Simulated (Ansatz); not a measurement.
Ansatz (a first-principles code) input (B3LYP/6-31G* with LANL2DZ past Ar): The .json file joins the Basis Set Exchange's 6-31G* for atoms up to Ar and LANL2DZ past it.

Ansatz 0.2 input:
```yaml
crystal:
  periodic: [false, false, false]
  atoms:
    - {symbol: Sb, position_ang: [0.00109406, 0.04589996, 0.00046409]}
    - {symbol: H, position_ang: [-1.24202417, -1.14148353, -0.01438301]}
    - {symbol: H, position_ang: [1.18622710, -1.19941428, -0.00928545]}
basis:
  gaussian:
    orbitals: 6-31Gs+LANL2DZ.json
hamiltonian:
  xc: {name: B3LYP}
total_charge: 1
phonons: {temperatures: {t_min: 298.15, t_max: 298.15, t_step: 100}}
```

Which harmonic wavenumbers does it give?

901, 1936, 1948 cm⁻¹ (unscaled; negative means imaginary).
